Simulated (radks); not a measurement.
Spherical jellium clusters: N electrons in a uniform positive sphere of charge N and radius rs N^(1/3), rs = 4.03 bohr. Calculated with a radial shooting solver with Libxc functionals: non-relativistic Kohn-Sham, exchange-only LDA, spin-polarised, spherical densities. Levels are named by radial order and angular momentum (1s, 1p, 1d, 2s, ...), and open shells are averaged over m.

N = 16, configuration 1s2 1p6 1d(up 5, down 2) 2s(up 1, down 0). This is the lowest configuration that the search found. Occupied and some empty levels:

level    occupation  eigenvalue (eV)  <r> (bohr)
1s up             1          -4.4847       6.292
1s down           1          -3.8385       6.583
1p up             3          -3.5966       7.637
1p down           3          -3.0263       7.672
1d up             5          -2.5290       8.597
2s up             1          -2.1510       7.326
1d down           2          -1.9684       8.657
2s down           0          -1.3775       8.136
1f up             0          -1.3220       9.561
2p up             0         -0.87678       9.955
1f down           0         -0.78166       9.805
2p down           0         -0.43374       11.51
1g up             0        -0.065537       11.07

Energy (eV): total -16.3492, kinetic 26.983, external -806.32, Hartree 395.82, exchange-correlation -44.414, background 411.59.
